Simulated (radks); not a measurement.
Re2+, 73 electrons, occupied as [Xe] 4f14 5d5.

All-electron calculation, scalar-relativistic Kohn-Sham, r2SCAN, spin-unpolarised, spherical densities, finite nucleus; meta-GGA in the generalised Kohn-Sham scheme; Fermi nuclear charge, rms radius 5.3698 fm; hard spherical wall at 2.5 bohr. Program: a radial shooting solver on a logarithmic mesh with Libxc functionals.

Energy parts (hartree):
| part | energy |
|---|---|
| total | -16688.1482 |
| kinetic | 18448.8853 |
| electron-nucleus | -41320.1789 |
| Hartree | 6514.8526 |
| exchange-correlation | -331.7072 |

Orbitals (lengths in bohr, moments of r in powers of bohr; <r^-3> diverges for s and p1/2; r(max) is where P^2 peaks):
1s: occ. 2; eigenvalue (hartree) -2635.960; r(max) 0.01124; <r^4> 5.465e-07
2s: occ. 2; eigenvalue (hartree) -457.9209; r(max) 0.06450; <r^4> 0.00008174
2p: occ. 6; eigenvalue (hartree) -399.5439; r(max) 0.05303; <r^4> 0.00006464; <r^-3> 20810
3s: occ. 2; eigenvalue (hartree) -106.3462; r(max) 0.1818; <r^4> 0.002984
3p: occ. 6; eigenvalue (hartree) -89.05203; r(max) 0.1802; <r^4> 0.003229; <r^-3> 4677
3d: occ. 10; eigenvalue (hartree) -69.39890; r(max) 0.1470; <r^4> 0.002501; <r^-3> 594.8
4s: occ. 2; eigenvalue (hartree) -22.37441; r(max) 0.4127; <r^4> 0.06957
4p: occ. 6; eigenvalue (hartree) -16.67812; r(max) 0.4330; <r^4> 0.09274; <r^-3> 1088
4d: occ. 10; eigenvalue (hartree) -9.49258; r(max) 0.4435; <r^4> 0.1358; <r^-3> 119.2
4f: occ. 14; eigenvalue (hartree) -1.54414; r(max) 0.4186; <r^4> 0.4000; <r^-3> 20.71
5s: occ. 2; eigenvalue (hartree) -3.25991; r(max) 0.9457; <r^4> 2.089
5p: occ. 6; eigenvalue (hartree) -1.84359; r(max) 1.071; <r^4> 3.231; <r^-3> 162.2
5d: occ. 5; eigenvalue (hartree) -0.05728; r(max) 1.323; <r^4> 5.340; <r^-3> 14.41
5f: occ. 0; eigenvalue (hartree) 1.86718; r(max) 1.636; <r^4> 7.881; <r^-3> 3.977
6s: occ. 0; eigenvalue (hartree) 1.05108; r(max) 1.785; <r^4> 9.145
6p: occ. 0; eigenvalue (hartree) 2.02778; r(max) 1.863; <r^4> 9.387; <r^-3> 157.0

The highest occupied level is 5d at -1.559 eV. Summed over all electrons, <r^2> = 33.40 bohr^2, which gives a Langevin (diamagnetic) susceptibility term of -26.4 x 10^-6 cm^3/mol.
